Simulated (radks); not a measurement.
All-electron atom: Pb+ in [Hg] 6p1 (the NIST ground configuration). Method: scalar-relativistic Kohn-Sham, PBEsol, spin-polarised, spherical densities, point nucleus; open shells are filled with parallel spins first (spin-orbit coupling, left out, can overturn this in heavy ions); computed with a radial shooting solver on a logarithmic mesh with Libxc functionals.

Unscreened Slater integrals over Kohn-Sham orbitals (eV). They are taken over the spin-up orbitals. Empty in this configuration: 7s.

| integral | value |
|---|---|
| F0(6p,6p) | 8.2369 |
| F2(6p,6p) | 4.4476 |
| F0(6p,6s) | 9.2404 |
| G1(6p,6s) | 5.5669 |
| F0(6p,5d) | 10.225 |
| F2(6p,5d) | 3.0828 |
| G1(6p,5d) | 1.2513 |
| G3(6p,5d) | 1.0283 |
| F0(6p,5p) | 10.499 |
| F2(6p,5p) | 2.2402 |
| G0(6p,5p) | 0.36541 |
| G2(6p,5p) | 0.49027 |
| F0(6p,7s) | 5.0811 |
| G1(6p,7s) | 0.69711 |
| F0(6s,6s) | 10.908 |
| F0(6s,5d) | 12.953 |
| G2(6s,5d) | 2.7771 |
| F0(6s,5p) | 13.522 |
| G1(6s,5p) | 0.99411 |
| F0(6s,7s) | 5.2713 |
| G0(6s,7s) | 0.26710 |
| F0(5d,5d) | 18.872 |
| F2(5d,5d) | 9.8056 |
| F4(5d,5d) | 6.5238 |
| F0(5d,5p) | 21.278 |
| F2(5d,5p) | 10.659 |
| G1(5d,5p) | 12.946 |
| G3(5d,5p) | 8.0433 |
| F0(5d,7s) | 5.5165 |
| G2(5d,7s) | 0.26062 |
| F0(5p,5p) | 25.040 |
| F2(5p,5p) | 13.497 |
| F0(5p,7s) | 5.5940 |
| G1(5p,7s) | 0.12601 |
| F0(7s,7s) | 4.1938 |

Derived for the open shells (J is the average intra-shell exchange parameter used in DFT+U). 6p: J = F2/5 = 0.8895 eV.
